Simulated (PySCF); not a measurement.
Species: `[SiH3]C(=C=S)N(C)C`. The columns A, B, C and D hold Mulliken, IAO, Hirshfeld and ESP-fitted charges (e) of one PBE0/pcSseg-1 density (PySCF), in a shuffled order. Coordinates in Å (GFN2-xTB); the density's dipole moment is (-0.19, -2.22, -0.65) D.

```
atom       x       y       z       A       B       C       D
  C1  -0.236  -1.495  -0.700  -0.409  -0.297  -0.065  -0.095
  N2  -0.584  -0.415   0.196  -0.165  -0.192  -0.072  -0.602
  C3  -1.965  -0.001   0.067  -0.439  -0.307  -0.070  -0.082
  C4   0.326   0.655   0.255  +0.131  -0.260  -0.079  -0.120
 Si5   2.180   0.302   0.493  +0.259  +0.630  +0.319  +0.536
  C6   0.013   1.918   0.273  -0.243  -0.137  -0.007  -0.141
  S7  -0.191   3.468   0.403  -0.023  +0.053  -0.066  -0.020
  H8   0.774  -1.838  -0.488  +0.154  +0.144  +0.044  +0.138
  H9  -0.927  -2.321  -0.528  +0.182  +0.150  +0.050  +0.121
 H10  -0.297  -1.205  -1.759  +0.145  +0.119  +0.033  +0.098
 H11  -2.192   0.721   0.851  +0.197  +0.157  +0.043  +0.139
 H12  -2.180   0.464  -0.905  +0.184  +0.119  +0.031  +0.101
 H13  -2.608  -0.871   0.191  +0.166  +0.148  +0.049  +0.121
 H14   2.829   1.519   0.963  -0.017  -0.098  -0.067  -0.066
 H15   2.762  -0.109  -0.791  -0.059  -0.118  -0.074  -0.066
 H16   2.288  -0.783   1.469  -0.061  -0.111  -0.068  -0.063
```

**Question.** Which column most likely holds the ESP-fitted charges?

**Answer.** A. Σ q r misses the density's dipole by 0.07 D (A), 0.73 D (C), 1.24 D (B), 1.62 D (D). Charges fitted to the outside potential are the only set here that is tied to the molecule's multipoles.

**Question.** And the Hirshfeld charges?

**Answer.** C. The mean sizes are 0.071 e (C), 0.157 e (D), 0.177 e (A), 0.190 e (B), and Hirshfeld charges are commonly the smallest of these schemes.

As computed, A = ESP-fitted, B = IAO, C = Hirshfeld, D = Mulliken. Hydrogens on carbon: ESP-fitted +0.14 to +0.20, IAO +0.12 to +0.16, Hirshfeld +0.03 to +0.05, Mulliken +0.10 to +0.14 e.

The Hirshfeld scheme divides the density at each point in proportion to the densities of the neutral, spherically averaged free atoms. The Mulliken scheme gives each basis function's population to the atom it is centred on and halves the overlap population of two atoms between them.

Isolated species at its GFN2-xTB geometry, gas phase.

The run behind these numbers computed NMR shieldings as well. On an Intel Xeon at 2.70 GHz with one thread, shared host with 64 logical CPUs at a one-minute load of 63, this took 52 s wall and 0.82 GiB of memory at its peak.

Shape of the structure used: `[CH3:1][N:2]([CH3:3])[C:4]([SiH3:5])=[C:6]=[S:7]`: C1–N2–C4–Si5 -49°.
